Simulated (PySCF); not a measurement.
This script is equivalent to a calculation on B(2+) (boron, charge +2).

```python
from pyscf import gto, scf, dft, mp, cc
import basis_set_exchange as bse
mol = gto.M(atom="B 0 0 0", charge=2, spin=1, symmetry="D2h",
            basis=gto.basis.parse(bse.get_basis("aug-cc-pVDZ-DK", elements=["B"], fmt="nwchem")),
            nucmod="G")
mf = dft.UKS(mol, xc="PBEsol").sfx2c1e()
mf.irrep_nelec = {'Ag': (2, 1)}
mf.kernel()
```

What total energy does it give?

-23.267 hartree (calculated).

Which occupied shell lies highest, and where?

2s α, at -32.463 eV.

What is ⟨S²⟩, and what would a pure spin state give?

0.750, against 0.75.
